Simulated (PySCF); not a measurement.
Ti(Cl)4(NH3) (Cl4H3NTi), SMILES [NH3]->[Ti]([Cl])([Cl])([Cl])[Cl], multiplicity 1. Atoms are numbered in the order given.

```xyz
9

Ti     0.0000     0.0000     0.0255
Cl     1.8824    -1.0868    -0.2839
Cl     0.0000     0.0000     2.2000
Cl     0.0000     2.1736    -0.2839
Cl    -1.8824    -1.0868    -0.2839
N      0.0000     0.0000    -2.2402
H      0.0000    -0.9555    -2.6003
H      0.8275     0.4778    -2.6003
H     -0.8275     0.4778    -2.6003
```
Charge 0, spin multiplicity 1.

Coordinates come from a ωB97X-D3(BJ)/def2-SVP optimisation. The multiplicity is an assumed one; other spin states were not compared.

Level of theory: TDDFT-PBE/def2-SVPD (PySCF).

Vertical excitations; the highest root listed may be one member of a degenerate set. Isolated molecule, no solvent. State labels are in the subgroup Cs.

| state | symmetry | energy (eV) | λ (nm) | f | main pairs |
|---|---|---|---|---|---|
| S1 | A" | 3.22 | 385 | 0.000 | HOMO→LUMO 50 %, HOMO−1→LUMO+1 50 % |
| S2 | A" | 3.28 | 378 | 0.000 | HOMO−1→LUMO+1, HOMO→LUMO, HOMO−2→LUMO+1 (degenerate set) |
| S3 | A' | 3.28 | 378 | 0.000 | HOMO→LUMO+1, HOMO−1→LUMO, HOMO−2→LUMO (degenerate set) |
| S4 | A" | 3.47 | 357 | 0.015 | HOMO−2→LUMO+1, HOMO→LUMO, HOMO−1→LUMO+1 (degenerate set) |
| S5 | A' | 3.47 | 357 | 0.015 | HOMO−2→LUMO, HOMO→LUMO+1, HOMO−1→LUMO (degenerate set) |
| S6 | A' | 3.60 | 344 | 0.020 | HOMO−1→LUMO 38 %, HOMO→LUMO+1 38 %, HOMO−1→LUMO+2 11 %, HOMO→LUMO+3 11 % |
| S7 | A" | 3.70 | 335 | 0.008 | HOMO−3→LUMO (degenerate set) |
| S8 | A' | 3.70 | 335 | 0.008 | HOMO−3→LUMO+1 (degenerate set) |
| S9 | A" | 3.96 | 313 | 0.000 | HOMO→LUMO+2 50 %, HOMO−1→LUMO+3 50 % |
| S10 | A" | 3.99 | 310 | 0.001 | HOMO−1→LUMO+3 49 %, HOMO→LUMO+2 49 % |
| T1 | A' | 3.05 | 407 | 0 | HOMO−1→LUMO 50 %, HOMO→LUMO+1 49 % |
| T2 | A" | 3.10 | 399 | 0 | HOMO→LUMO, HOMO−1→LUMO+1 (degenerate set) |
| T3 | A' | 3.10 | 399 | 0 | HOMO→LUMO+1, HOMO−1→LUMO (degenerate set) |
| T4 | A" | 3.19 | 389 | 0 | HOMO−1→LUMO+1 50 %, HOMO→LUMO 50 % |
Triplets are in the Tamm–Dancoff approximation, which puts them higher than full response would, so one can lie above its singlet here.
